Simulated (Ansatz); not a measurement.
**BeH, doublet: up the ladder of correlation methods**

Computed with Ansatz's Gaussian-basis code (development build); BCCD by scripts on PySCF. Settings: STO-3G; all electrons correlated; no relativity. Perturbation and coupled-cluster methods stand on the Hartree–Fock determinant that coupled cluster favours; RHF here means ROHF, with semicanonical perturbation theory. The state met can change along the bond. The basis is small, far from the limit.

Correlation energy of CCSD(T), then each method's total less that of CCSD(T), in eV:

```
       case  E corr CCSD(T)    CCSD    BCCD  BCCD(T)                                             determinant
1.276 Å RHF          -0.565  +0.007  +0.007    0.000                                                       –
1.544 Å RHF          -0.782  +0.013  +0.011   -0.001                                                       –
1.544 Å UHF          -0.764  +0.010  +0.010    0.000                                            ⟨S²⟩ = 0.756
1.746 Å RHF          -1.044  +0.021  +0.018   -0.002                                                       –
2.082 Å RHF          -2.005  +0.024  +0.041   +0.006  0.20 eV over the lowest such Hartree–Fock solution met
2.552 Å RHF          -1.460   0.000  +0.003   +0.001                                                       –
3.760 Å RHF          -1.408   0.000   0.000    0.000                                                       –
```

(1) How far does full CI lie from CCSD(T) in each case, and where is CCSD(T) within 1 kcal/mol (0.043 eV)?

Results:

(1) 1.276 Å RHF: -0.006 eV (within); 1.544 Å RHF: -0.011 eV (within); 1.544 Å UHF: -0.009 eV (within); 1.746 Å RHF: -0.019 eV (within); 2.082 Å RHF: -0.017 eV (within); 2.552 Å RHF: 0.000 eV (within); 3.760 Å RHF: 0.000 eV (within).
